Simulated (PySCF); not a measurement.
# Vibration and rotation of CsBi⁺

UHF-CCSD(T) constants of CsBi⁺, ⁴Σ⁻ (quartet), unpaired electrons σ ↑, π ↑↑ (Cs def2-SVP with ECP46, Bi def2-SVP with ECP60; scalar-relativistic core potentials (PySCF 2.14); masses 132.9054 and 208.9804 u):

| Property | Result |
| --- | --- |
| ωe | 28.5 cm⁻¹ |
| ωexe | 0.272 cm⁻¹ |
| Be | 0.010782 cm⁻¹ |
| αe | 9.82e-05 cm⁻¹ |

Question: What force constant and bond length do these constants imply?

Answer: Reduced mass μred = 81.239 u; k = 5.8918×10⁻⁷·μred·ωe² (u, cm⁻¹, mdyn/Å) = 0.0389 mdyn/Å; Re = √(16.8576/(μred·Be)) (u, cm⁻¹, Å) = 4.387 Å.

Question: Estimate the centrifugal constant D from the Kratzer relation and find the Dunham coefficient a1.

Answer: D = 4Be³/ωe² = 6.17e-09 cm⁻¹; a1 = −1 − αeωe/(6Be²) = -5.01.

Correlated steps freeze 4 core orbitals. Spin–orbit coupling is left out, which matters for elements this heavy, above all for dissociation energies. The state is the lowest determinant that a PBE0 search found; another state may lie lower at other levels.
